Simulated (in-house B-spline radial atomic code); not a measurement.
Ionisation energies with and without relativity, with size and susceptibility from the Dirac run. Dirac energy differences include first-order Breit, QED and recoil terms. NIST's values go from ground level to ground level; the uncertainty of those that are theory runs from under 0.1 % in few-electron ions to several per cent in heavy many-electron ones. Computed with a radial B-spline atomic code at the basis-set limit: non-relativistic Hartree-Fock and Dirac-Hartree-Fock, averages of the configuration (point nuclei without relativity, finite nuclei with it).

```json
{"ion": "Nb5+", "configuration": "[Ar] 3d10 4s2 4p6", "configuration after": "[Ar] 3d10 4s2 4p5", "ionisation non-relativistic (eV)": "101.23", "ionisation Dirac Breit and QED (eV)": "101.67", "tabulated value (eV)": "102.069", "tabulated kind": "semi-empirical", "radius at density 0.001 (bohr)": "2.725", "diamagnetic susceptibility (10⁻⁶ cm³/mol)": "-13.834"}
{"ion": "Mo5+", "configuration": "[Kr] 4d1", "configuration after": "[Ar] 3d10 4s2 4p6", "ionisation non-relativistic (eV)": "68.18", "ionisation Dirac Breit and QED (eV)": "67.52", "tabulated value (eV)": "68.82704", "tabulated kind": "measured", "radius at density 0.001 (bohr)": "2.801", "diamagnetic susceptibility (10⁻⁶ cm³/mol)": "-14.603"}
{"ion": "Tc5+", "configuration": "[Kr] 4d2", "configuration after": "[Kr] 4d1", "ionisation non-relativistic (eV)": "71.72", "ionisation Dirac Breit and QED (eV)": "71.01", "tabulated value (eV)": "72", "tabulated kind": "tabulated theory", "radius at density 0.001 (bohr)": "2.822", "diamagnetic susceptibility (10⁻⁶ cm³/mol)": "-15.155"}
{"ion": "Ru5+", "configuration": "[Kr] 4d3", "configuration after": "[Kr] 4d2", "ionisation non-relativistic (eV)": "75.23", "ionisation Dirac Breit and QED (eV)": "74.48", "tabulated value (eV)": "76", "tabulated kind": "tabulated theory", "radius at density 0.001 (bohr)": "2.815", "diamagnetic susceptibility (10⁻⁶ cm³/mol)": "-15.545"}
{"ion": "Rh5+", "configuration": "[Kr] 4d4", "configuration after": "[Kr] 4d3", "ionisation non-relativistic (eV)": "78.72", "ionisation Dirac Breit and QED (eV)": "77.93", "tabulated value (eV)": "80", "tabulated kind": "tabulated theory", "radius at density 0.001 (bohr)": "2.793", "diamagnetic susceptibility (10⁻⁶ cm³/mol)": "-15.811"}
{"ion": "Pd5+", "configuration": "[Kr] 4d5", "configuration after": "[Kr] 4d4", "ionisation non-relativistic (eV)": "?", "ionisation Dirac Breit and QED (eV)": "?", "tabulated value (eV)": "?", "tabulated kind": "tabulated theory", "radius at density 0.001 (bohr)": "?", "diamagnetic susceptibility (10⁻⁶ cm³/mol)": "?"}
{"ion": "Ag5+", "configuration": "[Kr] 4d6", "configuration after": "[Kr] 4d5", "ionisation non-relativistic (eV)": "85.67", "ionisation Dirac Breit and QED (eV)": "84.79", "tabulated value (eV)": "82", "tabulated kind": "tabulated theory", "radius at density 0.001 (bohr)": "2.728", "diamagnetic susceptibility (10⁻⁶ cm³/mol)": "-16.08"}
{"ion": "Cd5+", "configuration": "[Kr] 4d7", "configuration after": "[Kr] 4d6", "ionisation non-relativistic (eV)": "?", "ionisation Dirac Breit and QED (eV)": "?", "tabulated value (eV)": "?", "tabulated kind": "tabulated theory", "radius at density 0.001 (bohr)": "?", "diamagnetic susceptibility (10⁻⁶ cm³/mol)": "?"}
{"ion": "In5+", "configuration": "[Kr] 4d8", "configuration after": "[Kr] 4d7", "ionisation non-relativistic (eV)": "92.60", "ionisation Dirac Breit and QED (eV)": "91.61", "tabulated value (eV)": "90", "tabulated kind": "tabulated theory", "radius at density 0.001 (bohr)": "2.653", "diamagnetic susceptibility (10⁻⁶ cm³/mol)": "-16.114"}
{"ion": "Sn5+", "configuration": "[Kr] 4d9", "configuration after": "[Kr] 4d8", "ionisation non-relativistic (eV)": "96.06", "ionisation Dirac Breit and QED (eV)": "95.02", "tabulated value (eV)": "94", "tabulated kind": "tabulated theory", "radius at density 0.001 (bohr)": "2.615", "diamagnetic susceptibility (10⁻⁶ cm³/mol)": "-16.073"}
{"ion": "Sb5+", "configuration": "[Kr] 4d10", "configuration after": "[Kr] 4d9", "ionisation non-relativistic (eV)": "?", "ionisation Dirac Breit and QED (eV)": "?", "tabulated value (eV)": "?", "tabulated kind": "measured", "radius at density 0.001 (bohr)": "?", "diamagnetic susceptibility (10⁻⁶ cm³/mol)": "?"}
{"ion": "Te5+", "configuration": "[Kr] 4d10 5s1", "configuration after": "[Kr] 4d10", "ionisation non-relativistic (eV)": "66.67", "ionisation Dirac Breit and QED (eV)": "68.96", "tabulated value (eV)": "69.1", "tabulated kind": "tabulated theory", "radius at density 0.001 (bohr)": "2.992", "diamagnetic susceptibility (10⁻⁶ cm³/mol)": "-17.664"}
{"ion": "I5+", "configuration": "[Kr] 4d10 5s2", "configuration after": "[Kr] 4d10 5s1", "ionisation non-relativistic (eV)": "69.80", "ionisation Dirac Breit and QED (eV)": "72.23", "tabulated value (eV)": "74.4", "tabulated kind": "semi-empirical", "radius at density 0.001 (bohr)": "3.105", "diamagnetic susceptibility (10⁻⁶ cm³/mol)": "-19.033"}
{"ion": "Xe5+", "configuration": "[Kr] 4d10 5s2 5p1", "configuration after": "[Kr] 4d10 5s2", "ionisation non-relativistic (eV)": "63.89", "ionisation Dirac Breit and QED (eV)": "64.43", "tabulated value (eV)": "66.703", "tabulated kind": "measured", "radius at density 0.001 (bohr)": "3.227", "diamagnetic susceptibility (10⁻⁶ cm³/mol)": "-20.699"}
```

Q: Fill in the row of Pd5+.

A: ionisation non-relativistic (eV): 82.20; ionisation Dirac Breit and QED (eV): 81.37; tabulated value (eV): 84.1; radius at density 0.001 (bohr): 2.762; diamagnetic susceptibility (10⁻⁶ cm³/mol): -15.982.

Q: Fill in the row of Cd5+.

A: ionisation non-relativistic (eV): 89.14; ionisation Dirac Breit and QED (eV): 88.20; tabulated value (eV): 87; radius at density 0.001 (bohr): 2.691; diamagnetic susceptibility (10⁻⁶ cm³/mol): -16.12.

Q: Fill in the row of Sb5+.

A: ionisation non-relativistic (eV): 99.52; ionisation Dirac Breit and QED (eV): 98.42; tabulated value (eV): 99.51; radius at density 0.001 (bohr): 2.577; diamagnetic susceptibility (10⁻⁶ cm³/mol): -16.004.
